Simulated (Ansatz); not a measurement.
`N[AsH][GaH2]` at its PBE0-D4/def2-TZVP geometry, where that method's forces vanish. Total charge 0; spin multiplicity 1.

```xyz
8

N    -1.6538    0.3006    0.4389
As   -0.1290    1.2376   -0.1031
Ga    1.5231   -0.5223   -0.2056
H    -1.4953   -0.6829    0.6121
H    -2.0101    0.7158    1.2894
H    -0.3494    1.1192   -1.6126
H     1.2720   -1.8446    0.6149
H     2.8424   -0.3234   -1.0340
```

(1) What forces (eV/Å) does PBE-D4/def2-TZVPP give on these atoms in the Gaussian-basis code of Ansatz? (An estimate is asked.)

## Answers

(1) Computed: 
```
N1  -0.327 -0.005 -0.262
As2  0.293  0.333  0.159
Ga3  0.013 -0.010 -0.044
H4   0.062 -0.337  0.074
H5  -0.105  0.133  0.301
H6  -0.017 -0.040 -0.240
H7  -0.014 -0.081  0.062
H8   0.094  0.006 -0.050
```
